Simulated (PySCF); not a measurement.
Spectrum to structure. The calculation used PySCF, TDDFT wB97X-D/def2-SVPD, vertical, gas phase, core orbitals frozen in the response. Geometries: GFN2-xTB, one conformer each.

```
state  λ (nm)       f
   S1   202.2  0.0076
   S2   175.4  0.0006
   S3   170.0   0.052
   S4   159.9   0.021
   S5   154.6  0.0022
   S6   151.4   0.056
   S7   142.7  0.0009
   S8   140.4  0.0077
```

Orbital energies (eV): HOMO-3 -12.64, HOMO-2 -12.38, HOMO-1 -11.35, HOMO -10.74, LUMO 0.57, LUMO+1 1.94, LUMO+2 2.13.

Question: Which structure fits?
A. `N#CC1(F)C=C1`
B. `N#CC1=C[C@H]1F`
C. `O=CNC=O`
D. `FC1[SiH2]C[SiH2]C[SiH2]1`

Answer: A. Its S1 lies at 6.13 eV; the nearest of the others has S1 at 5.18 eV. S1 is HOMO→LUMO (93%). Löwdin shares by element: HOMO carbon 34% or more, nitrogen 23%, fluorine 13% (atoms not listed hold the other 30%); LUMO carbon 74% or more, hydrogen 13%. At the same level the other candidates give, for their lowest levels:
- `FC1[SiH2]C[SiH2]C[SiH2]1`: 174 nm (f 0.010); 163 nm (f 0.035); 162 nm (f 0.005); 159 nm (f 0.010); 154 nm (f 0.039); T1 6.57 eV; HOMO -9.79, LUMO 1.88 eV
- `N#CC1=C[C@H]1F`: 239 nm (f 0.004); 206 nm (f 0.129); 195 nm (f 0.036); 173 nm (f 0.009); 163 nm (f 0.001); T1 3.89 eV; HOMO -10.81, LUMO -0.57 eV
- `O=CNC=O`: 276 nm (f 0.002); 226 nm (f 0.000); 182 nm (f 0.209); 169 nm (f 0.027); 161 nm (f 0.000); T1 4.05 eV; HOMO -9.64, LUMO 0.49 eV
Triplets come from the Tamm–Dancoff approximation.
